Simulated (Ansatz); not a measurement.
Consider the ligand exchange at a B–C bond: `C[B](F)[SnH3]` + H–F → `F[B](F)[SnH3]` + CH₄.

Isolated molecules relaxed with PBE0-D4/def2-TZVP in Ansatz; ΔE leaves out vibrations. CCSD(T)/CBS is the MP2 limit (def2-TZVPP, def2-QZVPP) plus CCSD(T) − MP2 in def2-TZVPP, frozen cores. This one scheme is used for every species. DFT in def2-TZVPP. def2 core potentials past Kr. For Sn outer-core shells are correlated without core-valence functions, which leaves a few kJ/mol of doubt a bond.

```tsv
level	ΔE (eV)
ωB97M-V	-1.64
MP2/def2-TZVPP	-1.59
SCS-MP2/def2-TZVPP	-1.64
HF/CBS(def2)	-1.81
```

What does CCSD(T)/CBS give? (An estimate is asked.)

The calculation gave: -1.54 eV. The listed levels differ from it by -0.10, -0.05, -0.10, -0.27 eV.

Largest T1 diagnostic among the species: 0.014.

The D4 term adds +0.06 eV with B3LYP and +0.03 eV with PBE0; it sums over pairs of atoms, weighted by their polarisabilities, and B3LYP, whose exchange is more repulsive, gets the larger term. In def2-TZVPP, CCSD(T) changes the Hartree–Fock value by +0.20 eV (the triples alone add +0.02 eV) and MP2 by +0.22 eV.

B3LYP here is the variant with VWN-RPA as its local correlation; programs differ in this.
